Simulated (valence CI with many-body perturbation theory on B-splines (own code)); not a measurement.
E1 transitions of Sb¹⁹⁺

Method: relativistic CI+MBPT: four valence electrons over a frozen Dirac-Fock core [Ar] 3d10, radial functions for each j: 11 s, 11 p, 9 d, 7 f, 5 g, 2 h, 1 i, with the one-electron correlation potential Σ1, the two-electron term Σ2, the three-electron term Σ3, Breit, model QED; selected CI, second order for the rest (own B-spline code, finite nucleus).

No measured levels were compared; by estimate levels hold to about 250 cm⁻¹ or 0.2 % of their energy and the worst to 1 %, as in measured heavy ions of charge 2 to 7; those with d or f electrons hold less well.

Lines 1 to 50 of 227 in falling wavelength, among levels below 160.58 eV, chosen from the strongest by gf and those to the six lowest levels. Wavelengths and rates use the calculated energies, so an error of 1000 cm⁻¹ moves a line at 43.73 nm by 0.44 % and its rate by three times that or more. Electric multipoles are in the length gauge, E1 and E2 with the static RPA response of the core. Weak lines are less certain than strong ones. Lines between different terms over intervals too small for the method are left out, as are lines whose strength nearly cancels. Where a level lies close to another of its J and parity, the split of strength between their lines is uncertain. The highest levels of a list are the least certain.

Names give the largest LS component (configuration and term), which can be under half, so a name can repeat, a term be missing and a line seem to break the LS rules; names also repeat where a configuration has a term twice. Letters in brackets count levels of one name in rising energy.

| λ vac (nm) | Upper | Lower | A (s⁻¹) | S (a.u.) with core polarisation | S without |
| --- | --- | --- | --- | --- | --- |
| 43.73 | 4s4p³ ⁵S°_2 | 4s²4p² ³P_2 | 2.71e+07 | 5.59e-03 | 6.09e-03 |
| 39.60 | 4s4p³ ³D°_1 | 4s²4p² ¹S_0 | 3.83e+07 | 3.52e-03 | 3.85e-03 |
| 36.83 | 4s4p²4d ⁵D_4 | 4s²4p4d ³D°_3 | 5.23e+08 | 1.16e-01 | 1.27e-01 |
| 33.82 | 4s4p³ ³D°_1 | 4s²4p² ³P_2 | 2.87e+08 | 1.64e-02 | 1.79e-02 |
| 31.81 | 4p⁴ ¹D_2 | 4s4p³ ¹P°_1 | 2.63e+09 | 2.09e-01 | 2.28e-01 |
| 31.46 | 4s4p³ ³D°_2 | 4s²4p² ³P_2 | 1.63e+08 | 1.25e-02 | 1.37e-02 |
| 31.41 | 4p⁴ ³P_2 | 4s4p³ ³S°_1 | 2.52e+09 | 1.92e-01 | 2.10e-01 |
| 31.25 | 4s4p³ ⁵S°_2 | 4s²4p² ¹D_2 | 7.09e+08 | 5.34e-02 | 5.83e-02 |
| 30.89 | 4s4p²4d ⁵F_5 | 4s²4p4d ³F°_4 | 1.20e+09 | 1.91e-01 | 2.09e-01 |
| 29.79 | 4s4p²4d ¹G_4 | 4s²4p4d ¹F°_3 | 1.57e+09 | 1.84e-01 | 2.02e-01 |
| 29.64 | 4s4p³ ⁵S°_2 | 4s²4p² ³P_1 | 1.12e+09 | 7.22e-02 | 7.88e-02 |
| 29.04 | 4s4p³ ³D°_3 | 4s²4p² ³P_2 | 2.50e+09 | 2.11e-01 | 2.31e-01 |
| 28.58 | 4s4p³ ³P°_1 | 4s²4p² ¹S_0 | 7.55e+08 | 2.61e-02 | 2.85e-02 |
| 27.64 | 4p⁴ ³P_2 | 4s4p³ ¹D°_2 | 3.77e+09 | 1.97e-01 | 2.15e-01 |
| 27.53 | 4p⁴ ³P_0 | 4s4p³ ³S°_1 | 1.31e+10 | 1.35e-01 | 1.48e-01 |
| 26.37 | 4p⁴ ³P_1 | 4s4p³ ³P°_2 | 3.71e+09 | 1.01e-01 | 1.10e-01 |
| 25.84 | 4s4p³ ³D°_1 | 4s²4p² ¹D_2 | 2.16e+09 | 5.52e-02 | 6.01e-02 |
| 25.71 | 4p⁴ ¹D_2 | 4s4p³ ³P°_2 | 9.57e+09 | 4.01e-01 | 4.38e-01 |
| 25.62 | 4s4p²4d ³D_2 [a] | 4s²4p4d ³P°_2 [b] | 2.72e+09 | 1.13e-01 | 1.23e-01 |
| 25.44 | 4s4p³ ³P°_1 | 4s²4p² ³P_2 | 1.39e+08 | 3.39e-03 | 3.69e-03 |
| 25.03 | 4s4p³ ¹D°_2 | 4s²4p² ³P_2 | 1.44e+09 | 5.59e-02 | 6.10e-02 |
| 25.02 | 4s4p³ ³S°_1 | 4s²4p² ¹S_0 | 2.11e+09 | 4.90e-02 | 5.36e-02 |
| 24.73 | 4s4p³ ³D°_1 | 4s²4p² ³P_1 | 8.15e+07 | 1.82e-03 | 1.98e-03 |
| 24.65 | 4p⁴ ³P_1 | 4s4p³ ³S°_1 | 7.66e+09 | 1.70e-01 | 1.85e-01 |
| 24.45 | 4s4p²4d ³F_3 [b] | 4s²4p4d ³D°_3 | 1.48e+09 | 7.46e-02 | 8.15e-02 |
| 24.44 | 4s4p³ ³D°_2 | 4s²4p² ¹D_2 | 2.61e+08 | 9.41e-03 | 1.03e-02 |
| 24.36 | 4s4p²4d ³D_2 [b] | 4s²4p4d ³P°_1 | 3.50e+09 | 1.25e-01 | 1.37e-01 |
| 24.32 | 4s4p²4d ³D_3 [c] | 4s²4p4d ³P°_2 [b] | 3.28e+09 | 1.63e-01 | 1.78e-01 |
| 24.21 | 4p⁴ ³P_0 | 4s4p³ ³P°_1 | 1.29e+10 | 9.05e-02 | 9.87e-02 |
| 24.10 | 4s4p²4d ³D_3 [a] | 4s²4p4d ³F°_4 | 2.08e+09 | 1.00e-01 | 1.10e-01 |
| 23.99 | 4p⁴ ³P_2 | 4s4p³ ³D°_3 | 1.56e+10 | 5.30e-01 | 5.78e-01 |
| 23.48 | 4s4p²4d ³F_3 [b] | 4s²4p4d ¹D°_2 | 2.50e+09 | 1.12e-01 | 1.23e-01 |
| 23.44 | 4s4p³ ³D°_2 | 4s²4p² ³P_1 | 7.23e+09 | 2.30e-01 | 2.51e-01 |
| 23.30 | 4p⁴ ¹S_0 | 4s4p³ ¹P°_1 | 3.04e+10 | 1.90e-01 | 2.07e-01 |
| 23.09 | 4s4p²4d ¹G_4 | 4s²4p4d ³F°_4 | 5.20e+09 | 2.84e-01 | 3.10e-01 |
| 22.95 | 4s4p³ ³D°_3 | 4s²4p² ¹D_2 | 4.12e+09 | 1.72e-01 | 1.88e-01 |
| 22.91 | 4s4p²4d ³G_5 | 4s²4p4d ³F°_4 | 1.02e+10 | 6.69e-01 | 7.31e-01 |
| 22.70 | 4s4p²4d ³D_3 [c] | 4s²4p4d ¹D°_2 | 2.34e+09 | 9.44e-02 | 1.03e-01 |
| 22.58 | 4s4p³ ³S°_1 | 4s²4p² ³P_2 | 1.97e+09 | 3.36e-02 | 3.67e-02 |
| 22.55 | 4p⁴ ³P_2 | 4s4p³ ³D°_2 | 7.69e+09 | 2.18e-01 | 2.37e-01 |
| 22.36 | 4s4p²4d ³P_2 [a] | 4s²4p4d ³F°_2 | 3.46e+09 | 9.54e-02 | 1.04e-01 |
| 22.27 | 4p⁴ ³P_1 | 4s4p³ ¹D°_2 | 8.19e+09 | 1.34e-01 | 1.46e-01 |
| 22.21 | 4s4p²4d ³F_2 [b] | 4s²4p4d ³F°_3 | 3.35e+09 | 9.05e-02 | 9.87e-02 |
| 21.99 | 4s4p²4d ³F_4 | 4s²4p4d ³F°_3 | 1.74e+09 | 8.20e-02 | 8.99e-02 |
| 21.79 | 4p⁴ ¹D_2 | 4s4p³ ¹D°_2 | 9.63e+09 | 2.46e-01 | 2.68e-01 |
| 21.75 | 4s4p²4d ³D_3 [a] | 4s²4p4d ³P°_2 [a] | 1.04e+10 | 3.70e-01 | 4.04e-01 |
| 21.48 | 4p⁴ ³P_2 | 4s4p³ ³D°_1 | 3.93e+09 | 9.60e-02 | 1.05e-01 |
| 21.34 | 4s4p²4d ³D_3 [b] | 4s²4p4d ³P°_2 [a] | 1.13e+10 | 3.78e-01 | 4.13e-01 |
| 21.31 | 4s4p³ ³P°_2 | 4s²4p² ³P_2 | 1.92e+10 | 4.58e-01 | 5.00e-01 |
| 21.20 | 4s4p²4d ³G_4 | 4s²4p4d ³F°_3 | 1.61e+10 | 6.81e-01 | 7.43e-01 |
